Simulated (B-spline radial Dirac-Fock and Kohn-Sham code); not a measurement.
**Two-hole binding energies of Nb⁺**

System: Nb⁺ in the configuration 1s2 2s2 2p6 3s2 3p6 3d10 4s2 4p6 4d4.

These are calculated numbers from a B-spline atomic structure program; the model is Dirac-Fock (average of configuration) total-energy differences with a finite nucleus, the Breit interaction including its frequency dependence, and self-energy and vacuum-polarisation corrections. U is the two-hole binding energy less the two single-hole energies, the effective repulsion of the holes after relaxation. Each two-hole energy is an average over J within one jj subconfiguration.

```csv
holes,E(a) (eV),E(b) (eV),E(ab) (eV),U (eV)
1s⁻¹ 2p1/2⁻¹,18998.2,2478.5,21645.2,168.5
1s⁻¹ 3d3/2⁻¹,18998.2,219.6,19258.4,40.6
2p1/2⁻²,2478.5,2478.5,5078.3,121.3
2p3/2⁻²,2384.2,2384.2,4879.1,110.6
2p1/2⁻¹ 3s⁻¹,2478.5,484.1,3002.8,40.1
2s⁻¹ 3d3/2⁻¹,2716.2,219.6,2977.5,41.6
2s⁻¹ 3d5/2⁻¹,2716.2,216.9,2974.3,41.3
2p1/2⁻¹ 3d5/2⁻¹,2478.5,216.9,2737.5,42.1
2p3/2⁻¹ 3d3/2⁻¹,2384.2,219.6,?,?
2p3/2⁻¹ 3d5/2⁻¹,2384.2,216.9,2641.9,40.7
3p1/2⁻²,394.0,394.0,822.4,34.4
3p1/2⁻¹ 3p3/2⁻¹,394.0,378.3,803.6,31.2
3d3/2⁻¹ 3d5/2⁻¹,219.6,216.9,470.4,33.9
3d5/2⁻²,216.9,216.9,467.1,33.4
```

Q: Give the missing two-hole energy and U.

A: E(ab) = 2646.1 eV and U = 42.2 eV.
